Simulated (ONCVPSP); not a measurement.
## Transferability test, ONCV potential for tungsten

W, optimised norm-conserving Vanderbilt (ONCV), made with ONCVPSP 4.0.1 (PBEsol, scalar-relativistic). Core [Kr] 4d10 4f14, reference 5s2 5p6 5d4 6s2. Waves: 5s+6s: rc 1.90 bohr, ncon 5, nbas 10, qcut 8.4 1/bohr, 3 projectors, debl 2.9 Ha; 5p: rc 1.95 bohr, ncon 5, nbas 8, qcut 7.8 1/bohr, 2 projectors, debl 2.2 Ha; 5d: rc 1.90 bohr, ncon 4, nbas 9, qcut 6.8 1/bohr, local. Local part: the d channel. Core correction: polynomial model core, fcfact 0.6.

Energies are relative to the spin-unpolarised reference configuration 5s2 5p6 5d4 6s2; without spin polarisation the order of configurations can differ from experiment.

```
valence configuration  charge  ΔE all-electron (eV)  error AE − PS (meV)
      5s2 5p6 5d4 6s1      +1                 8.925                 -4.2
      5s2 5p6 5d4 6s0      +2                24.621                  -14
```

Q: What are ΔE and the potential's error for 5s2 5p6 5d3 6s0?

A: ΔE = 50.025 eV all-electron; the error (AE − PS) is -27 meV.

Q: What are ΔE and the potential's error for 5s2 5p6 5d4 6s1 6p1?

A: ΔE = 4.546 eV all-electron; the error (AE − PS) is -1.6 meV.

Levels in the configuration 5s2 5p6 5d4 6s1:

```json
{"level": "5s", "all-electron (eV)": "-86.617", "pseudo (eV)": "-86.634"}
{"level": "5p", "all-electron (eV)": "-50.752", "pseudo (eV)": "-50.758"}
{"level": "5d", "all-electron (eV)": "-11.775", "pseudo (eV)": "-11.773"}
{"level": "6s", "all-electron (eV)": "-12.225", "pseudo (eV)": "-12.227"}
```
